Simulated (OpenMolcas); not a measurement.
# Cu4+: CASPT2 settings compared

```json
{"Program": "OpenMolcas 26.06", "Basis": "ANO-RCC-VQZP [7s6p4d3f2g1h]", "Scalar Hamiltonian": "DKH2, point nucleus", "Active space": "7 electrons in 5 orbitals (3d)", "State averaging": "2S+1 = 4 even, 10 roots; 2S+1 = 2 even, 9 roots kept (CI in the orbitals of an earlier block)", "Spin-orbit coupling": "RASSI with atomic mean-field integrals over the reference wave functions, term energies averaged over their components"}
```

Methods on the same reference wave functions:
A. CASSCF
B. SS-CASPT2, IPEA 0.75 Eh, no level shift (closed shells correlated: 3s 3p)
C. XMS-CASPT2, IPEA 0.2 Eh, no level shift (closed shells correlated: 3s 3p)
D. XMS-CASPT2, IPEA 0.3 Eh, real shift 0.15 Eh (closed shells correlated: 3s 3p)

Energies in cm-1 above 3d7 4F 9/2, the measured ground level; measured values from Sugar and Musgrove, J. Phys. Chem. Ref. Data 19, 527 (1990).

| Level | A | B | C | D | Measured |
| --- | --- | --- | --- | --- | --- |
| 3d7 4F 9/2 | 0.0 | 0.0 | 0.0 | 0.0 | 0.0 |
| 3d7 4F 7/2 | 1549 | 1555 | 1554 | 1553 | 1616 |
| 3d7 4F 5/2 | 2722 | 2730 | 2730 | 2730 | 2759 |
| 3d7 4F 3/2 | 3543 | 3550 | 3550 | 3550 | 3528 |
| 3d7 4P 5/2 | 24999 | 21430 | 21030 | 21120 | 20827 |
| 3d7 2G 9/2 | 25390 | 23350 | 23680 | 23840 | 22575 |
| 3d7 4P 3/2 | 25819 | 22260 | 21850 | 21940 | 21066 |

Deviations, from unrounded energies. A percentage is the sum of absolute deviations over the sum of measured energies, with the sign that they share, or ± where signs differ.

| Against measurement | Levels | A | B | C | D |
| --- | --- | --- | --- | --- | --- |
| mean absolute deviation (cm-1) | 6 | 2000 | 450 | 370 | 420 |
| fine structure of the ground term (%) | 3 | ±1.5 | ±1.4 | ±1.4 | ±1.4 |
| other terms of the ground configuration (%) | 3 | +18.2 | +4.0 | +3.2 | +3.8 |

C lies closest to measurement on these levels and A furthest from it. The largest miss of C in the table is 3d7 2G 9/2, by +1100 cm-1. The ranking rests on the paired levels alone, and a cruder setting can come out closer through cancelling errors.

Among B to D the level of the table that moves most is 3d7 2G 9/2, by 500 cm-1 (lowest in B, highest in D). Moves below CASPT2's spread within the term are not significant.

The mean deviations of B to D differ by less than CASPT2's widest spread within a term (1400 cm-1), so their order carries little weight.

From A to B the spin-free energies of the other terms of 3d7 shown, above 4F, scale by factors of 0.85 to 0.92, as is usual when dynamic correlation screens the repulsion within a d or f shell.

The lowest spin-free term lies below A's lowest term by 0.601 hartree in B, 0.618 hartree in C, 0.615 hartree in D.

CASPT2 breaks the degeneracy within a term, and the mean is taken; among the terms shown or strongly mixed into the levels shown the widest spread is 1400 cm-1 (3d7 4F, D). Terms from blocks run as CI alone lack orbitals of their own. Without dynamic correlation excited terms often stand tens of per cent too high (terms of higher spin than the ground term too low), and those without a measured partner can miss by more than the paired ones (holds for A). Computed and measured levels are paired by configuration, term and J; levels that our copy of the source lacks, or whose pairing is in doubt (as where it misses far off the trend of its configuration), stay unpaired and out of the deviations. Levels of configurations outside the active space are missing. The table leaves out levels that lie high or whose names do not pair safely across all columns.
